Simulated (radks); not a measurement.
The cadmium ion Cd9+, 39 electrons, occupied as [Kr] 4d3.

Method: non-relativistic Kohn-Sham, PBEsol, spin-polarised, spherical densities, point nucleus; open shells are filled with parallel spins first (spin-orbit coupling, left out, can overturn this in heavy ions); relativity is left out, which matters for an element this heavy; computed with a radial shooting solver on a logarithmic mesh with Libxc functionals.

Energy parts (hartree):
part                        energy
total                  -5439.99630
kinetic                 5437.84635
electron-nucleus      -12704.74824
Hartree                 1969.18067
exchange-correlation    -142.27507

Orbitals (lengths in bohr, moments of r in powers of bohr):
| orbital | occ. | eigenvalue (hartree) | <r> |
|---|---|---|---|
| 1s up | 1 | -948.5131 | 0.03172 |
| 1s down | 1 | -948.5128 | 0.03172 |
| 2s up | 1 | -143.3925 | 0.1374 |
| 2s down | 1 | -143.3551 | 0.1374 |
| 2p up | 3 | -134.1352 | 0.1173 |
| 2p down | 3 | -134.1071 | 0.1173 |
| 3s up | 1 | -31.72498 | 0.3707 |
| 3s down | 1 | -31.70449 | 0.3706 |
| 3p up | 3 | -27.97081 | 0.3621 |
| 3p down | 3 | -27.94785 | 0.3619 |
| 3d up | 5 | -21.03616 | 0.3332 |
| 3d down | 5 | -21.00276 | 0.3331 |
| 4s up | 1 | -9.48451 | 0.8629 |
| 4s down | 1 | -9.34612 | 0.8623 |
| 4p up | 3 | -8.20452 | 0.8991 |
| 4p down | 3 | -8.06567 | 0.8989 |
| 4d up | 3 | -6.02429 | 0.9893 |
| 4d down | 0 | -5.88747 | 0.9917 |

The highest occupied level is 4d up at -163.93 eV. Virial ratio -V/T = 2.00040. The electron density at the nucleus is 7.762e+04 e/bohr^3. Spin moment in Bohr magnetons: 3. Summed over all electrons, <r^2> = 13.21 bohr^2, which gives a Langevin (diamagnetic) susceptibility term of -10.5 x 10^-6 cm^3/mol. The spin density at the nucleus is -1.6624 e/bohr^3 (1s -0.0801, 2s -0.8489, 3s -0.1330, 4s -0.6003). For comparison, the ionisation energy in NIST's Atomic Spectra Database is 173 eV (theoretical). In exact Kohn-Sham theory the highest level is minus the ionisation energy, but local and semilocal functionals leave it too shallow, through self-interaction and a potential that decays too fast; potentials with the right tail come closer.
